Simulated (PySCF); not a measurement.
Compound: C2H5FPSi (charge +1).
Numbering: `[F:1][C:2]1=[C:3]([SiH3:4])[PH2+:5]1`

Definitions: NICS(0) = −σiso at the ring centroid; NICS(1) = −σiso and NICS(1)zz = −σzz at ±1 Å along the ring normal z. Level: GIAO PBE0/pcSseg-1 (PySCF, non-relativistic, gas phase) on the GFN2-xTB geometry, one conformer.

Ring bond lengths (Å), with Mayer bond orders in brackets: C2–C3 1.263 (1.90), C3–P5 2.005 (0.69), P5–C2 1.996 (0.68).

Give the NICS values of each ring in ppm.

| ring | type | NICS(0) | NICS(1), two faces | NICS(1)zz, two faces | rms pucker (Å) | centre to ring atoms, mean (Å) |
| --- | --- | --- | --- | --- | --- | --- |
| C2–C3–P5 | 3-membered ring with P; formal bonds 1 double, 2 single | -41.1 | -10.1 / -9.9 | -18.7 / -18.3 | 0.00 | 1.02 |

What do they say, and how far can they be read as aromaticity?

- C2–C3–P5: mean NICS(1)zz -18.5 ppm, shielded. P5 has four or more neighbours; no verdict on aromaticity is drawn. NICS(0) lies 31 ppm below the mean NICS(1).

What is the mean of the two in-plane components of NICS at the first NICS(1) probe listed for ring C2–C3–P5, 1 Å off the ring?

The isotropic value is a third of the trace: (3 × -10.1 − (-18.7))/2 = -5.8 ppm.

List the ring angles and the Hirshfeld charges of the ring atoms.

- C2–C3–P5: C2 72.0° (+0.167 e), C3 71.2° (-0.064 e), P5 36.8° (+0.349 e); sum 180.0° against 180° for a flat convex ring.

How shielded are the nuclei of the rings and their hydrogens (means over atoms taken as equivalent)?

```csv
atoms,environment,σ isotropic (ppm),"principal values of the symmetric part, first atom (ppm)"
C2,vinylic C–F carbon,49.2,"-64.6, -15.3, 227.6"
C3,fully substituted alkene carbon,131.6,"30.3, 172.7, 191.8"
P5,phosphonium phosphorus,557.1,"372.9, 508.8, 789.8"
H on P5 (×2),P–H hydrogen,26.82,"20.5, 23.9, 36.2"
```

The run took 9.6 s wall on one thread, Intel Xeon Platinum 8488C (x86_64) (shared host), and the process peaked at 0.59 GiB of memory. This is the whole shielding run at PBE0/pcSseg-1, SCF included.
